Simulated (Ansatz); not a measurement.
A CCSD(T) single point on AlBGeH₄, SMILES `[BH]1[AlH][GeH2]1`.

```yaml
crystal:
  periodic: [false, false, false]
  atoms:
    - {symbol: B, position_ang: [-1.211160, -0.446663, -0.363151]}
    - {symbol: Al, position_ang: [0.514383, 0.058789, -1.236553]}
    - {symbol: Ge, position_ang: [-0.150554, 0.032689, 1.163565]}
    - {symbol: H, position_ang: [-2.329094, -0.827834, -0.454529]}
    - {symbol: H, position_ang: [1.727267, 0.385924, -2.194659]}
    - {symbol: H, position_ang: [0.241179, 0.283334, 2.626935]}
    - {symbol: H, position_ang: [1.269277, 0.445760, 0.412595]}
basis:
  gaussian: {orbitals: def2-SVP}
correlation: {method: ccsd_t}
```

```sh
$ ansatz run in.yaml --threads 2 --pin off --events-out ev --progress --plain --max-ram 4352MiB
```

Log, shortened:

```
Functional definition: HF
825 factors; integrals over basis functions are off by at most 1.2e-3 eV
mean field evaluation 1: about -63777.3883 eV, gradient 2.0e1 eV
mean field evaluation 2: about -63777.4121 eV, gradient 2.0e1 eV
mean field evaluation 4: about -63779.1873 eV, gradient 2.9e0 eV
mean field evaluation 8: about -63779.2379 eV, gradient 1.6e-3 eV
mean field -63779.23788034 eV, -2343.8437609824 hartree, gradient 4.6e-6 eV, S^2 0.000000; 0 other end points of the search recorded, 0 dependent functions left out
15 core orbitals not correlated: weight in the atoms' cores, before any rotation towards them, 1.000 or more for the frozen orbitals, at most 0.000 for the correlated occupied ones
reference -63779.23788034 eV, -2343.8437609824 hartree; 12, 12 occupied and 57, 57 virtual orbitals, 825 factors
second order -10.64693757 eV of doubles, -0.00000000 eV of singles
cycle   1  -10.87049268 eV  change   -2.2e-1 eV  update   9.5e-2
cycle   2  -11.30785130 eV  change   -4.4e-1 eV  update   3.1e-2
cycle   3  -11.35890048 eV  change   -5.1e-2 eV  update   1.4e-2
cycle   4  -11.35645866 eV  change    2.4e-3 eV  update   4.2e-3
cycle   5  -11.35627242 eV  change    1.9e-4 eV  update   1.5e-3
cycle   6  -11.35584164 eV  change    4.3e-4 eV  update   5.8e-4
cycle   7  -11.35584040 eV  change    1.2e-6 eV  update   1.9e-4
cycle   8  -11.35588717 eV  change   -4.7e-5 eV  update   7.2e-5
cycle   9  -11.35586874 eV  change    1.8e-5 eV  update   2.0e-5
perturbative correction -0.47433429 eV, -0.0174314636 hartree
Total energy: -63791.06808337 eV, -2344.2785129249 hartree
```

Hardware: 2 threads of an Arm Neoverse V2 on a shared host. Wall time 2.1 s, peak host memory 0.23 GiB.

Correlation energy per correlated electron: -0.493 eV. T1 diagnostic: 0.0135.
